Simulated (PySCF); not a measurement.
C2H7BFNO, SMILES CN(C)B(O)F.

Coordinates come from a PBE0-D3(BJ)/def2-SVP optimisation. This is a generated structure with no PubChem entry under its InChIKey; it may be hypothetical. Other conformers were not sampled.

Two levels are set side by side: TDA-PBE/def2-SVPD (PySCF) and TDA-PBE0/def2-SVPD (PySCF). Vertical, same geometry. The lowest singlet is HOMO→LUMO 100 % with PBE and HOMO→LUMO 99 % with the other functional; states are paired by order. Differences are taken from unrounded values.

| quantity | TDA-PBE0 |
|---|---|
| lowest singlet excitation (eV) | 5.88 |
| lowest triplet excitation (TDA) (eV) | 5.78 |
| first bright state (f over 0.05) (eV) | 7.87 |
| its oscillator strength | 0.21 |

Task: What does TDA-PBE give, and how far is it from TDA-PBE0? (The exact figures need the calculation; the answer reports its results.)

Result: 
| quantity | TDA-PBE | TDA-PBE minus TDA-PBE0 |
|---|---|---|
| lowest singlet excitation (eV) | 5.03 | -0.85 |
| lowest triplet excitation (TDA) (eV) | 4.96 | -0.82 |
| first bright state (f over 0.05) (eV) | 7.13 | -0.73 |
| its oscillator strength | 0.18 | -0.03 |

A lower first singlet is the usual sign of a functional without exact exchange. Differences between two approximate levels are no errors against the true value.

Rough cost on one machine, each run with all the roots and properties that it gave: TDA-PBE0 against TDA-PBE about 2 times.
